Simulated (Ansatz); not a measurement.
Relaxation of Ga₈N₈H₂₂, a nanocrystal cut from wurtzite GaN (hydrogen-capped) with RKS r2SCAN-D4/def2-SVP.

```sh
$ ansatz run in.yaml --threads 2 --pin off --events-out ev --progress --plain --max-ram 32768MiB --backend cuda --devices 0, --max-vram 18GiB
```

```yaml
crystal:
  periodic: [false, false, false]
  atoms:
    - {symbol: Ga, position_ang: [0.392700, -3.439520, -1.072250]}
    - {symbol: N, position_ang: [0.400270, -3.366240, 0.966790]}
    - {symbol: N, position_ang: [0.403790, -1.556010, -1.676650]}
    - {symbol: Ga, position_ang: [-1.231830, -0.709120, -1.027950]}
    - {symbol: Ga, position_ang: [0.432550, -1.508690, 1.717350]}
    - {symbol: N, position_ang: [-1.143420, -0.661570, 0.943980]}
    - {symbol: N, position_ang: [-1.144650, 1.131840, -1.672810]}
    - {symbol: Ga, position_ang: [-2.779100, 2.065880, -1.067300]}
    - {symbol: Ga, position_ang: [-1.089860, 1.125250, 1.721590]}
    - {symbol: N, position_ang: [-2.713590, 2.028270, 0.970890]}
    - {symbol: Ga, position_ang: [2.048570, -0.779790, -1.011240]}
    - {symbol: N, position_ang: [1.994840, -0.688740, 0.932970]}
    - {symbol: N, position_ang: [1.963040, 1.134300, -1.648980]}
    - {symbol: Ga, position_ang: [0.350550, 2.165790, -1.005470]}
    - {symbol: Ga, position_ang: [2.019440, 1.163300, 1.663200]}
    - {symbol: N, position_ang: [0.400780, 2.068790, 0.938660]}
    - {symbol: H, position_ang: [-0.965380, -4.074190, -1.460450]}
    - {symbol: H, position_ang: [1.767400, -4.059310, -1.454660]}
    - {symbol: H, position_ang: [-0.411730, -3.882380, 1.322600]}
    - {symbol: H, position_ang: [1.214820, -3.891400, 1.303640]}
    - {symbol: H, position_ang: [0.414960, -1.559530, -2.704470]}
    - {symbol: H, position_ang: [-2.525180, -1.452080, -1.419120]}
    - {symbol: H, position_ang: [0.399120, -1.562940, 3.252370]}
    - {symbol: H, position_ang: [-1.980160, -1.144580, 1.299670]}
    - {symbol: H, position_ang: [-1.142320, 1.145750, -2.700520]}
    - {symbol: H, position_ang: [-4.008870, 1.211140, -1.459710]}
    - {symbol: H, position_ang: [-2.627780, 3.566550, -1.446710]}
    - {symbol: H, position_ang: [-1.153720, 1.121250, 3.257120]}
    - {symbol: H, position_ang: [-3.566910, 1.581990, 1.324420]}
    - {symbol: H, position_ang: [-2.760520, 2.995410, 1.310090]}
    - {symbol: H, position_ang: [3.348980, -1.427120, -1.519180]}
    - {symbol: H, position_ang: [2.840030, -1.147360, 1.298290]}
    - {symbol: H, position_ang: [2.065210, 1.196960, -2.668690]}
    - {symbol: H, position_ang: [2.785490, 1.608040, -1.254620]}
    - {symbol: H, position_ang: [0.440360, 3.617280, -1.506710]}
    - {symbol: H, position_ang: [1.868680, 1.071350, 3.210390]}
    - {symbol: H, position_ang: [3.264750, 1.882710, 1.035910]}
    - {symbol: H, position_ang: [0.428690, 3.028730, 1.307570]}
basis:
  gaussian: {orbitals: def2-SVP, fitting: {mean_field: def2-universal-jkfit}}
hamiltonian: {xc: r2scan, dispersion: d4}
scf: {lower_state_search: "off"}
output: {orbitals: {seedname: orbitals}}
relax: {f_tol: 0.03, max_steps: 70}
```

Run time 22 s (2 threads of AMD EPYC 7R13 on a shared host and a share (18 GiB) of an NVIDIA H100 80GB HBM3).

Positions (Å) and forces (eV/Å) at steps 1, 2, 3, 4, 5 of 5:

```xyz
38
step=1 energy=-431247.0968 eV
Ga    0.393   -3.440   -1.072    0.045   -0.458   -0.066
N     0.400   -3.366    0.967    0.010    0.210   -0.223
N     0.404   -1.556   -1.677    0.053    0.187    0.657
Ga   -1.232   -0.709   -1.028   -0.246   -0.142   -0.323
Ga    0.433   -1.509    1.717   -0.025   -0.854    0.167
N    -1.143   -0.662    0.944    0.437    0.258   -0.361
N    -1.145    1.132   -1.673    0.193   -0.042    0.654
Ga   -2.779    2.066   -1.067   -0.382    0.262   -0.069
Ga   -1.090    1.125    1.722   -0.752    0.399    0.172
N    -2.714    2.028    0.971    0.192   -0.099   -0.219
Ga    2.049   -0.780   -1.011    0.311    0.282   -0.353
N     1.995   -0.689    0.933   -0.576    0.125   -0.334
N     1.963    1.134   -1.649   -0.127   -0.066    0.463
Ga    0.351    2.166   -1.005    0.396    0.121   -0.346
Ga    2.019    1.163    1.663    0.687    0.392    0.199
N     0.401    2.069    0.939   -0.156   -0.554   -0.330
H    -0.965   -4.074   -1.460   -0.282   -0.151   -0.044
H     1.767   -4.059   -1.455    0.228   -0.131   -0.019
H    -0.412   -3.882    1.323    0.088    0.076   -0.054
H     1.215   -3.891    1.304   -0.099    0.072   -0.043
H     0.415   -1.560   -2.704   -0.026   -0.059    0.180
H    -2.525   -1.452   -1.419   -0.285   -0.165   -0.163
H     0.399   -1.563    3.252    0.010   -0.037    0.417
H    -1.980   -1.145    1.300    0.214    0.120   -0.057
H    -1.142    1.146   -2.701   -0.063    0.004    0.176
H    -4.009    1.211   -1.460   -0.278   -0.172   -0.046
H    -2.628    3.567   -1.447    0.005    0.270   -0.017
H    -1.154    1.121    3.257   -0.029    0.026    0.408
H    -3.567    1.582    1.324    0.108    0.044   -0.053
H    -2.761    2.995    1.310    0.007   -0.121   -0.038
H     3.349   -1.427   -1.519    0.354   -0.161   -0.166
H     2.840   -1.147    1.298   -0.163    0.132   -0.056
H     2.065    1.197   -2.669   -0.036   -0.025    0.189
H     2.785    1.608   -1.255   -0.009   -0.007   -0.131
H     0.440    3.617   -1.507    0.040    0.395   -0.171
H     1.869    1.071    3.210   -0.036   -0.018    0.194
H     3.265    1.883    1.036    0.163    0.098   -0.128
H     0.429    3.029    1.308    0.029   -0.209   -0.064
38
step=2 energy=-431247.4605 eV
Ga    0.403   -3.550   -1.120    0.020    0.140    0.164
N     0.404   -3.382    0.907    0.014    0.051   -0.021
N     0.416   -1.600   -1.571    0.030    0.002   -0.182
Ga   -1.256   -0.722   -1.025    0.177    0.098    0.284
Ga    0.441   -1.565    1.746   -0.027    0.041   -0.302
N    -1.078   -0.624    0.941   -0.198   -0.111    0.119
N    -1.177    1.165   -1.568    0.019    0.024   -0.182
Ga   -2.871    2.129   -1.115    0.127   -0.050    0.161
Ga   -1.134    1.161    1.749    0.020   -0.045   -0.297
N    -2.726    2.040    0.912    0.054   -0.015   -0.021
Ga    2.098   -0.791   -1.016   -0.212    0.174    0.226
N     1.942   -0.647    0.923    0.251   -0.060    0.050
N     1.967    1.137   -1.581   -0.148   -0.084   -0.119
Ga    0.366    2.214   -1.011    0.045   -0.272    0.228
Ga    2.112    1.216    1.656   -0.171   -0.099   -0.053
N     0.413    2.003    0.928    0.077    0.250    0.046
H    -0.977   -4.191   -1.491   -0.027   -0.009   -0.050
H     1.795   -4.181   -1.477    0.007   -0.002   -0.042
H    -0.411   -3.893    1.257    0.021   -0.021    0.057
H     1.209   -3.914    1.249   -0.030   -0.029    0.058
H     0.417   -1.602   -2.596   -0.020   -0.019   -0.138
H    -2.557   -1.471   -1.454   -0.010   -0.006   -0.066
H     0.416   -1.639    3.301    0.016   -0.085    0.058
H    -1.913   -1.106    1.291   -0.069   -0.041    0.079
H    -1.178    1.169   -2.593   -0.026   -0.008   -0.138
H    -4.117    1.258   -1.490   -0.020   -0.019   -0.049
H    -2.719    3.651   -1.466    0.002    0.009   -0.043
H    -1.211    1.174    3.305   -0.064    0.056    0.057
H    -3.576    1.588    1.260   -0.008    0.029    0.059
H    -2.784    3.002    1.257   -0.042   -0.012    0.058
H     3.418   -1.438   -1.538    0.024    0.007   -0.052
H     2.792   -1.090    1.287    0.076   -0.060    0.074
H     2.051    1.188   -2.600    0.081    0.045   -0.023
H     2.800    1.616   -1.218   -0.022   -0.012   -0.046
H     0.466    3.683   -1.528    0.018    0.019   -0.054
H     1.953    1.121    3.213    0.066    0.038    0.059
H     3.351    1.934    0.982   -0.031   -0.019   -0.032
H     0.455    2.959    1.295   -0.015    0.095    0.072
38
step=3 energy=-431247.5103 eV
Ga    0.403   -3.534   -1.113    0.011    0.024    0.031
N     0.404   -3.386    0.914   -0.005    0.036   -0.088
N     0.416   -1.591   -1.586    0.027    0.008    0.036
Ga   -1.248   -0.718   -1.011    0.023    0.012    0.035
Ga    0.441   -1.568    1.740    0.001   -0.037   -0.076
N    -1.095   -0.633    0.958   -0.030   -0.016    0.027
N    -1.169    1.160   -1.583    0.020    0.019    0.036
Ga   -2.858    2.122   -1.107    0.024   -0.001    0.029
Ga   -1.136    1.163    1.743   -0.034    0.018   -0.075
N    -2.729    2.042    0.920    0.031   -0.023   -0.087
Ga    2.089   -0.782   -1.007   -0.030    0.079    0.024
N     1.959   -0.658    0.936    0.018   -0.006   -0.001
N     1.960    1.133   -1.597   -0.086   -0.049    0.031
Ga    0.368    2.203   -1.002    0.052   -0.066    0.025
Ga    2.101    1.210    1.665   -0.008   -0.005   -0.004
N     0.412    2.023    0.940    0.008    0.020   -0.003
H    -0.975   -4.173   -1.504   -0.011   -0.003   -0.009
H     1.792   -4.165   -1.488    0.004   -0.001   -0.005
H    -0.412   -3.893    1.269    0.008   -0.008    0.024
H     1.205   -3.919    1.264   -0.014   -0.006    0.025
H     0.414   -1.594   -2.613   -0.015   -0.004   -0.020
H    -2.544   -1.464   -1.468   -0.006   -0.004   -0.016
H     0.425   -1.679    3.297    0.007   -0.025    0.025
H    -1.928   -1.115    1.315   -0.001   -0.001    0.027
H    -1.173    1.161   -2.610   -0.011   -0.011   -0.020
H    -4.101    1.252   -1.502   -0.007   -0.008   -0.008
H    -2.706    3.641   -1.478    0.001    0.004   -0.005
H    -1.241    1.202    3.300   -0.018    0.018    0.025
H    -3.576    1.587    1.272   -0.003    0.011    0.025
H    -2.790    3.001    1.272   -0.014   -0.009    0.025
H     3.409   -1.420   -1.550    0.017   -0.003   -0.012
H     2.807   -1.105    1.303    0.004   -0.005    0.024
H     2.045    1.184   -2.617    0.018    0.010    0.004
H     2.794    1.612   -1.239    0.001    0.001   -0.027
H     0.477    3.665   -1.541    0.005    0.016   -0.013
H     1.978    1.136    3.230    0.023    0.013   -0.003
H     3.330    1.922    0.969   -0.006   -0.004   -0.029
H     0.450    2.980    1.310   -0.004    0.006    0.023
38
step=4 energy=-431247.5186 eV
Ga    0.421   -3.528   -1.131   -0.019   -0.003    0.010
N     0.379   -3.384    0.893    0.007   -0.041    0.012
N     0.409   -1.580   -1.570    0.005   -0.003    0.003
Ga   -1.253   -0.721   -0.967   -0.001   -0.001   -0.014
Ga    0.450   -1.580    1.744    0.014    0.004    0.010
N    -1.093   -0.632    1.000   -0.012   -0.008   -0.025
N    -1.164    1.149   -1.567    0.000    0.007    0.003
Ga   -2.843    2.135   -1.124   -0.012   -0.016    0.010
Ga   -1.141    1.177    1.747    0.011    0.011    0.009
N    -2.740    2.018    0.899   -0.031    0.028    0.012
Ga    2.088   -0.779   -0.998    0.013    0.024    0.014
N     1.964   -0.660    0.945    0.004   -0.001    0.002
N     1.949    1.126   -1.598    0.000   -0.001    0.000
Ga    0.371    2.199   -0.994    0.027    0.000    0.014
Ga    2.110    1.216    1.655   -0.021   -0.011   -0.024
N     0.412    2.029    0.949    0.000    0.004    0.003
H    -0.935   -4.189   -1.561    0.006    0.007   -0.001
H     1.829   -4.134   -1.477    0.005    0.002   -0.005
H    -0.456   -3.869    1.236   -0.004    0.011   -0.006
H     1.154   -3.941    1.265   -0.008    0.009   -0.012
H     0.385   -1.554   -2.597    0.006   -0.021    0.006
H    -2.550   -1.468   -1.422    0.007    0.004    0.002
H     0.455   -1.727    3.301    0.006   -0.011    0.002
H    -1.922   -1.110    1.372   -0.013   -0.008    0.008
H    -1.155    1.116   -2.594   -0.015    0.016    0.005
H    -4.096    1.295   -1.559    0.009    0.002   -0.001
H    -2.660    3.658   -1.465    0.004    0.004   -0.005
H    -1.265    1.253    3.304   -0.006    0.011    0.002
H    -3.577    1.535    1.239    0.007   -0.010   -0.006
H    -2.836    2.967    1.275    0.004   -0.012   -0.012
H     3.407   -1.412   -1.549   -0.001   -0.003   -0.002
H     2.813   -1.103    1.317   -0.010    0.003   -0.004
H     2.015    1.166   -2.620    0.021    0.012    0.034
H     2.788    1.609   -1.258   -0.021   -0.012   -0.046
H     0.484    3.659   -1.543   -0.004    0.000   -0.002
H     2.028    1.166    3.222    0.015    0.009    0.006
H     3.318    1.914    0.909    0.011    0.006    0.002
H     0.454    2.985    1.322   -0.003   -0.011   -0.004
38
step=5 energy=-431247.5201 eV
Ga    0.419   -3.529   -1.127    0.005    0.002    0.005
N     0.371   -3.387    0.896   -0.003   -0.001   -0.002
N     0.415   -1.581   -1.568    0.000    0.004    0.006
Ga   -1.248   -0.718   -0.971    0.005    0.003   -0.015
Ga    0.449   -1.581    1.744    0.006    0.000    0.003
N    -1.094   -0.633    0.998   -0.002   -0.001   -0.004
N    -1.162    1.154   -1.565    0.003   -0.002    0.006
Ga   -2.845    2.133   -1.120    0.005    0.004    0.005
Ga   -1.142    1.177    1.748    0.003    0.005    0.003
N    -2.746    2.013    0.902   -0.003   -0.002   -0.002
Ga    2.093   -0.777   -0.996   -0.002   -0.003   -0.003
N     1.964   -0.661    0.947   -0.005    0.005    0.003
N     1.950    1.126   -1.600    0.008    0.004    0.004
Ga    0.375    2.202   -0.992   -0.003    0.000   -0.003
Ga    2.114    1.217    1.648   -0.002   -0.001    0.013
N     0.412    2.029    0.950    0.002   -0.007    0.003
H    -0.938   -4.184   -1.565   -0.003    0.000   -0.002
H     1.827   -4.135   -1.472   -0.001    0.000    0.001
H    -0.470   -3.864    1.235    0.000    0.001    0.001
H     1.141   -3.949    1.270    0.001   -0.007    0.002
H     0.394   -1.565   -2.595    0.001   -0.001    0.000
H    -2.544   -1.465   -1.431   -0.001   -0.001    0.001
H     0.458   -1.733    3.301    0.002   -0.001   -0.004
H    -1.924   -1.112    1.367   -0.002   -0.001    0.001
H    -1.160    1.129   -2.592    0.000    0.002    0.000
H    -4.092    1.290   -1.562   -0.002   -0.002   -0.002
H    -2.663    3.657   -1.460   -0.001   -0.001    0.001
H    -1.268    1.258    3.305    0.000    0.003   -0.004
H    -3.579    1.521    1.239    0.001   -0.001    0.001
H    -2.849    2.960    1.280   -0.005    0.004    0.002
H     3.412   -1.411   -1.546    0.002    0.000   -0.001
H     2.812   -1.103    1.320   -0.002   -0.002    0.000
H     2.015    1.165   -2.621   -0.008   -0.005   -0.007
H     2.791    1.611   -1.268   -0.001   -0.001   -0.002
H     0.487    3.663   -1.540    0.001    0.001   -0.001
H     2.052    1.180    3.217    0.000    0.000    0.001
H     3.319    1.914    0.895    0.004    0.003   -0.008
H     0.454    2.984    1.325   -0.002   -0.001    0.000
```

Single mean-field runs in def2-SVP are fitted with def2-universal-jkfit.
